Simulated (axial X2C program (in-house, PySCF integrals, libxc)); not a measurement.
## HDyH: the levels of the configuration f10 s0

Calculated with an in-house all-electron X2C program for linear molecules (integrals from PySCF): two-component X2C with atomic mean-field Coulomb and Gaunt terms, basis H dyall-v3z, Dy dyall-v3z (cores contracted in-house). Orbitals come from Hartree–Fock averaged over the configuration Dy f10 s0; CI then distributes these electrons over the f, s shells of Dy.

H–Dy–H held linear, both bonds 2.227 Å (near the minimum of the configuration average).

Active spinors (ω > 0):

```
shell    ω  ε (eV)           character
    f  5/2   -4.95           100% Dy f
    f  3/2   -4.82           100% Dy f
    f  1/2   -4.73           100% Dy f
    f  7/2   -4.10           100% Dy f
    f  5/2   -3.99           100% Dy f
    f  3/2   -3.92           100% Dy f
    f  1/2   -3.86           100% Dy f
    s  1/2    1.73  79% Dy s, 18% Dy d
```

Lowest levels of this model:

```
Ω  energy (cm⁻¹)     g∥  configuration
8              0  19.92       100% f10
7            293  17.34       100% f10
6            431  14.86       100% f10
5            512  12.39       100% f10
4            587   9.88       100% f10
3            669   7.38       100% f10
2            747   4.89       100% f10
1            805   2.44       100% f10
0            827   0.00       100% f10
7           3979  16.56       100% f10
6           4166  13.99       100% f10
5           4321  11.65       100% f10
4           4435   9.32       100% f10
3           4521   6.96       100% f10
2           4586   4.61       100% f10
1           4626   2.29       100% f10
0           4640   0.00       100% f10
6           6901  13.06       100% f10
5           7053  10.58       100% f10
4           7235   8.45       100% f10
3           7363   6.34       100% f10
2           7439   4.19       100% f10
1           7478   2.07       100% f10
0           7490   0.00       100% f10
5           9097   9.37       100% f10
4           9271   7.09       100% f10
3           9486   5.45       100% f10
2           9601   3.58       100% f10
1           9659   1.74       100% f10
0           9679   0.00       100% f10
```

g∥ is the magnitude of 2⟨Lz + ge Sz⟩ for the +Ω component.

Task: From Ω and g∥ of the lowest level, whose 2⟨Lz + ge Sz⟩ is positive, find ⟨Sz⟩ and ⟨Lz⟩ (ge = 2.0023).

Result: Ω = ⟨Lz⟩ + ⟨Sz⟩ = 8 and ⟨Lz⟩ + ge⟨Sz⟩ = 9.960, so ⟨Sz⟩ = 1.96 and ⟨Lz⟩ = 6.04.

Occupations of the active spinors in the lowest level by ω, shell by shell in order of energy: -7/2: 0.00; -5/2: 0.94 0.06; -3/2: 0.85 0.15; -1/2: 0.74 0.26 0.00; 1/2: 1.00 1.00 0.00; 3/2: 1.00 1.00; 5/2: 1.00 1.00; 7/2: 1.00. The leading determinant has weight 0.59 among 106.

This point took 2.5 s on 1 thread of AMD EPYC 7R43 64-Core Processor (Zen 3), with other jobs on the host.

There is no dynamic correlation: spin–orbit spacings and, for f shells, spacings inside one term are the most reliable numbers, splittings between terms come out too wide, and energies between configurations are not reliable, so the lowest level need not be the ground state of the molecule. At most 4 roots were kept for each Ω > 0 (twice that for Ω = 0) within 2.2 eV of the lowest, so higher up levels can be missing between those listed; levels with Ω > 0 are doubly degenerate and listed once, Ω = 0 levels singly. States that fill the shells left empty in the average are placed too high. The molecule was held linear; bending was not examined.
